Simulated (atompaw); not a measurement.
# Ti: variants of one PAW (atompaw) potential

Base potential:

- Element: Ti
- Generator: atompaw 4.2.0.5
- Type: PAW
- Functional: PBEsol
- Relativity: scalar-relativistic
- Frozen core: [Ar]
- Valence charge: 4
- Reference configuration: 3d2 4s1.5 4p0.5
- Partial waves: 4s (bound): rc 2.35 bohr; 4s channel at 0.1 Ry: rc 2.35 bohr; 4p (bound): rc 1.30 bohr; 4p channel at 0.25 Ry: rc 1.30 bohr; 3d (bound): rc 1.45 bohr; 3d channel at 4.1 Ry: rc 2.35 bohr
- Local potential: bessel scheme, radius 2.00 bohr
- Core correction: smooth core density matched at 1.35 bohr
- Augmentation charge: besselshape compensation charge, radius 1.75 bohr; PAW radius 2.35 bohr; waves and projectors: custom polynom vanderbiltortho

Cutoffs, loose and tight: the cutoffs (Ry, on a coarse ladder) from which the occupation-weighted sum of valence levels, in a spherical-Bessel basis at the reference potential, stays within 10 and 1 mRy of its value at 400 Ry. They see the waves, projectors and local potential, not the compensation charge or the core. A dash means not determined.

A true bound ghost makes a file unfit for plane-wave use even where its test errors are small: the radial tests pick states by their node count and pass the ghost by.

For the base: The 4p radius (1.30 bohr) lies inside the outermost node of the all-electron wave (1.39 bohr), which a nodeless pseudo-wave cannot match soundly.

| change | outcome | cutoff, loose | cutoff, tight | bound ghosts |
| --- | --- | --- | --- | --- |
| base | generated | 40 Ry | 70 Ry | s, p |
| wave 3d channel at 4.1 Ry: rc 2.35 bohr becomes 3d channel at 4.1 Ry: rc 1.30 bohr | generated | 40 Ry | 70 Ry | s, p |
| augmentation besselshape compensation charge, radius 2.26 bohr; PAW radius 2.35 bohr; waves and projectors: custom polynom vanderbiltortho | generated | 40 Ry | 70 Ry | s, p |
| augmentation besselshape compensation charge, radius 1.75 bohr; PAW radius 2.35 bohr; waves and projectors: custom polynom2 7 10 vanderbiltortho | generated | 45 Ry | 260 Ry | p, s |
| core correction smooth core density matched at 1.46 bohr | generated | 40 Ry | 70 Ry | s, p |
| functional PBE | generated | 40 Ry | 70 Ry | s, p |

Task: What comes out with this change to the base: all radii scaled by about 0.80 (s 1.86, p 1.04, d 1.16 bohr); local potential bessel scheme, radius 1.58 bohr; augmentation besselshape compensation charge, radius 1.38 bohr; PAW radius 1.86 bohr; waves and projectors: custom polynom vanderbiltortho; core correction smooth core density matched at 1.08 bohr?

Result: outcome: generated; cutoff, loose: 60 Ry; cutoff, tight: 110 Ry; bound ghosts: s, p.

Task: What comes out with this change to the base: local potential bessel scheme, radius 1.88 bohr?

Result: outcome: generated; cutoff, loose: 40 Ry; cutoff, tight: 70 Ry; bound ghosts: p.

Task: What comes out with this change to the base: augmentation besselshape compensation charge, radius 1.75 bohr; PAW radius 2.35 bohr; waves and projectors: custom rrkj vanderbiltortho?

Result: outcome: generated; cutoff, loose: 45 Ry; cutoff, tight: 70 Ry; bound ghosts: p, s.
